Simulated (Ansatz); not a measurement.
Stepwise reaction of `[F][Ge]([Cl])([Cl])[I]` with hydrogen, as a gas-phase model of exchange steps in deposition or etching. ΔE in kJ/mol; ΔG adds harmonic PBE0-D4 terms to CCSD(T)/CBS, at 1 bar.

Calculated with Ansatz (gas phase, PBE0-D4/def2-TZVP geometries, no zero-point term in ΔE). CCSD(T)/CBS adds triple-zeta CCSD(T) − MP2 to the extrapolated MP2 energy (def2 sets, frozen cores). This one scheme is used for every species. Functionals use def2-TZVPP. B3LYP here is the variant with VWN-RPA as its local correlation; programs differ in this. Elements past krypton have def2 core potentials. For Ge, I outer-core shells are correlated without core-valence functions, which leaves a few kJ/mol of doubt a bond. Scalar relativity is left out up to krypton.

```json
{"step": "1", "reaction": "`[F][Ge]([Cl])([Cl])[I]` + H₂ → `[F][GeH]([Cl])[I]` + HCl", "PBE-D4": "49.2", "B3LYP-D4": "48.8", "ωB97M-V": "46.7", "CCSD(T)/CBS": "45.5", "ΔG(600 K)": "37.0"}
```

(1) Give the row of step 2, `[F][GeH]([Cl])[I]` + H₂ → `[F][GeH2][I]` + HCl. (An estimate is asked.)

(2) By hand: ΔE of the 2 steps together at CCSD(T)/CBS.

Answers

(1) The calculation gave: 
```
step                                         reaction  PBE-D4  B3LYP-D4  ωB97M-V  CCSD(T)/CBS  ΔG(600 K)
   2  `[F][GeH]([Cl])[I]` + H₂ → `[F][GeH2][I]` + HCl    57.3      56.2     54.4         53.7       45.7
```

(2) (45.5) + (53.7) = 99.2 kJ/mol, or 49.6 kJ/mol a step.

In ΔE each step is higher than the one before. All are uphill at CCSD(T)/CBS. ΔG lies between 37.0 and 45.7 kJ/mol a step. PBE-D4 differs from CCSD(T)/CBS by 3.6 to 3.7 kJ/mol a step. Isolated molecules leave out the surface, adducts and barriers. Largest T1 diagnostic: 0.010.
